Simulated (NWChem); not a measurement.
System: GaCl, singlet; SMILES [Cl][Ga]

The following NWChem deck was run.

```
start job
memory heap 200 mb stack 900 mb global 1100 mb
geometry units angstroms
  Ga     0.000000     0.000000    -0.810909
  Cl     0.000000     0.000000     1.443598
end
basis spherical
  Ga library def2-svp
  Cl library def2-svp
end
dft
  xc becke88 lyp
  iterations 150
end
driver
  maxiter 120
end
task dft optimize
task dft freq
```

Low-valent species are run as closed-shell singlets; no triplet was tried in these runs.

The level has its own optimisation; frequencies are unscaled.

### Question
Give the results of this calculation. (BLYP/def2-SVP.) Quantities: r Cl–Ga (Å); highest harmonic frequency (cm⁻¹); zero-point energy (kcal/mol); dipole (D).

### Answer
```yaml
r Cl–Ga (Å): 2.254
highest harmonic frequency (cm⁻¹): 356
zero-point energy (kcal/mol): 0.5
dipole (D): 1.95
```
